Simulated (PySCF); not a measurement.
C₆H₃O₄ (doublet state).
SMILES with atom numbers: `[O:1]=[C:2][O:3][c:4]1[cH:5][cH:6][cH:7][c:8](=[O:9])[o:10]1` (hydrogens: H11 on C5; H12 on C6; H13 on C7)

Cartesian coordinates in Å at the GFN2-xTB level; atoms count from 1:
```
atom  x, y, z in Å
O1     2.6286   -0.9994   -2.0831
C2     2.9302   -0.4667   -1.0648
O3     2.2855    0.0406   -0.0518
C4     0.8988    0.0638    0.0647
C5     0.3327    0.6266    1.1583
C6    -1.0863    0.6120    1.2218
C7    -1.8109    0.0555    0.2237
C8    -1.1818   -0.5330   -0.9343
O9    -1.7086   -1.0472   -1.8769
O10    0.2267   -0.4815   -0.9272
H11    0.9395    1.0567    1.9334
H12   -1.5708    1.0517    2.0801
H13   -2.8879    0.0213    0.2386
```

The hyperfine couplings belong to this conformer and change with its torsions.

Method used: UKS B3LYP, pcH-1 on C H O, non-relativistic, mean-field spin-orbit, GIAO (PySCF 2.14.0). Geometry: GFN2-xTB, one conformer, isolated molecule. Couplings are sensitive to structure, and on GFN2-xTB geometries they can be far from those on DFT ones. The SCF solution wasn't tested for stability.

Principal values of hyperfine tensors in MHz (contact and dipolar terms together), for some of the nuclei:

```tsv
atom	isotope	A1	A2	A3
C2	13C	596.99	606.05	740.69
O3	17O	-303.16	-277.99	-276.16
C4	13C	54.23	56.97	73.72
O1	17O	-156.68	0.47	9.43
C5	13C	2.48	5.09	8.64
C6	13C	3.23	3.97	4.58
H12	1H	1.74	1.74	3.27
C8	13C	1.49	1.50	3.44
```

(1) Split each tensor into its isotropic and traceless parts, and turn a_iso into mT with g = 2.0011.

(2) What spin density at the nucleus of C5 lies behind its contact coupling (g_N = 1.40482)?

(3) O10 (17O, g_N = -0.75752) isn't in the table. Its spin density at the nucleus is 0.02015 bohr⁻³. What is its contact coupling?

(4) Which nucleus of the table has the largest anisotropic coupling, and what is its form?

(5) In a single crystal, with the field along each principal axis of the tensor of C4 in turn, what first-order splitting does this nucleus give (isotropic g, quadrupole terms neglected)?

## Answers

(1) a_iso is a third of the trace, T = A − a_iso, and a(mT) = a(MHz)/(g × 13.996).

```csv
atom,a_iso (MHz),a_iso (mT),T1,T2,T3
C2,647.91,23.133,-50.92,-41.86,92.78
O3,-285.77,-10.203,-17.39,7.78,9.61
C4,61.64,2.201,-7.41,-4.67,12.08
O1,-48.93,-1.747,-107.75,49.40,58.36
C5,5.41,0.193,-2.92,-0.31,3.24
C6,3.93,0.140,-0.69,0.04,0.65
H12,2.25,0.080,-0.51,-0.51,1.02
C8,2.14,0.077,-0.65,-0.64,1.30
```

(2) a_FC = 800.24 MHz bohr³ × g_N × ρ(0)/(2S). With a_FC = 5.41 MHz and 2S = 1, ρ(0) = 0.004809 bohr⁻³.

(3) By the same relation, a_FC = -12.22 MHz. Its full tensor has the principal values -14.86, -11.10, -10.69 MHz.

(4) O1: -107.8, 49.4, 58.4 MHz, rhombic: the two smaller values differ by 8 % of the largest.

(5) 2 lines (I = 1/2), spaced by |A_i|/(g × 13.996): 1.94, 2.03, 2.63 mT along the axes of A1, A2 and A3.
